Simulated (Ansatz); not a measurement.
Reaction (formal exchange of groups at a C–Si bond): `N#C[Si](F)(Cl)Cl` + `[Cl][AlH][Cl]` → `N#[C][Al]([Cl])[Cl]` + `F[SiH](Cl)Cl`

Isolated molecules relaxed with PBE0-D4/def2-TZVP in Ansatz; ΔE leaves out vibrations. CBS: MP2 limit from def2 TZ/QZ plus the TZ coupled-cluster correction, frozen cores. This one scheme is used for every species. Functionals use def2-TZVPP. HSE06 is defined as in plane-wave codes.

| level | ΔE (kJ/mol) | difference from CCSD(T)/CBS |
| --- | --- | --- |
| PBE-D4 | -30.1 | 6.3 |
| r2SCAN-D4 | -34.1 | 2.3 |
| HSE06-D4 | -32.4 | 4.0 |
| BHLYP-D4 | -35.9 | 0.5 |
| CAM-B3LYP-D4 | -34.4 | 2.0 |
| ωB97X-V | -34.6 | 1.8 |
| ωB97M-V | -33.9 | 2.5 |
| PBE-QIDH | -35.0 | 1.4 |
| PBE | -32.2 | 4.2 |
| revPBE | -34.1 | 2.3 |
| r2SCANh | -35.1 | 1.3 |
| LC-ωPBE | -35.2 | 1.2 |
| RPA@PBE/def2-TZVPP | -35.8 | 0.6 |
| HF/def2-TZVPP | -42.0 | -5.6 |
| MP2/def2-TZVPP | -35.3 | 1.1 |
| HF/CBS(def2) | -41.9 | -5.5 |
| CCSD(T)/CBS | -36.4 | 0 |

Largest T1 diagnostic among the species: 0.012.

The D4 term adds +3.4 kJ/mol with B3LYP and +1.8 kJ/mol with PBE0; it sums over pairs of atoms, weighted by their polarisabilities, and B3LYP, whose exchange is more repulsive, gets the larger term. Leaving LDA and LC-ωPBE aside and taking each functional with its dispersion term where it has one, the values, not all of them listed here, spread over 11.5 kJ/mol, from B2PLYP to B97M-V. LDA lies +5.7 kJ/mol from PBE without D4. In def2-TZVPP, CCSD(T) changes the Hartree–Fock value by +6.0 kJ/mol (the triples alone add +1.1 kJ/mol) and MP2 by +6.8 kJ/mol.

B3LYP here is the variant with VWN-RPA as its local correlation; programs differ in this.
